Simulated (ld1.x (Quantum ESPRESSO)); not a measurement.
# What one change does to a pseudopotential (tellurium, TM semilocal)

tellurium (Te), norm-conserving Troullier–Martins (semilocal form), made with ld1.x (Quantum ESPRESSO) 7.5 (LDA (PZ), scalar-relativistic). Core [Kr] 4d10, reference 5s2 5p4. Waves: 5p (bound): rc 1.70 bohr; 5s (bound): rc 1.55 bohr. Local part: the s channel. Core correction: Bessel-smoothed model core, default radius (core density twice the valence density).

Change: wave 5p (bound): rc 1.70 bohr becomes 5p (bound): rc 1.44 bohr.

Cutoffs: the cutoffs (Ry, on a coarse ladder) from which the occupation-weighted sum of valence levels, in a spherical-Bessel basis at the reference potential, stays within 10 and 1 mRy of its value at 400 Ry; they do not see the model core or the augmentation charge, which bear on the density cutoff. Errors are all-electron minus pseudo energies relative to the spin-unpolarised reference configuration.

Q: Predict the effect on cutoff, ghosts and configuration errors.

A: The potential gets harder (50 Ry and 100 Ry → 120 Ry and 200 Ry); of the 9 tests that both files solve, the error grows in 4 and shrinks in 1 by more than 15 % and 0.3 meV (median size 5.6 → 6.7 meV); neither file shows a bound ghost. A smaller radius makes the pseudo-wave follow the all-electron one further in, where it bends more sharply, so more plane waves are needed. A semilocal file is local in each channel, so a ghost entry of none says nothing of the separable form that plane-wave codes build from it.

```tsv
quantity	base	changed
cutoff, loose	50 Ry	120 Ry
cutoff, tight	100 Ry	200 Ry
loose cutoff by channel (10 mRy a level)	p 30 Ry, s 30 Ry	p 90 Ry, s 30 Ry
bound ghosts	none	none
error for 5s2 5p3, meV [ΔE 9.92 eV]	-2.3	+4.6
error for 5s2 5p2, meV [ΔE 28.09 eV]	-15	+17
error for 5s2 5p1, meV [ΔE 55.32 eV]	-67	-14
error for 5s0 5p6, meV [ΔE 18.92 eV]	-20	-25
error for 5s2 5p3.5, meV [ΔE 3.98 eV]	-0.9	+0.7
error for 5s2 5p4.3, meV [ΔE -1.52 eV]	+0.5	+0.8
error for 5s1 5p5, meV [ΔE 9.35 eV]	-5.6	-6.7
error for 5s2 5p4 (spin-polarised), meV [ΔE -0.48 eV]	-1.6	-1.5
error for 5s2 5p3 (spin-polarised), meV [ΔE 8.60 eV]	-12	-11
```
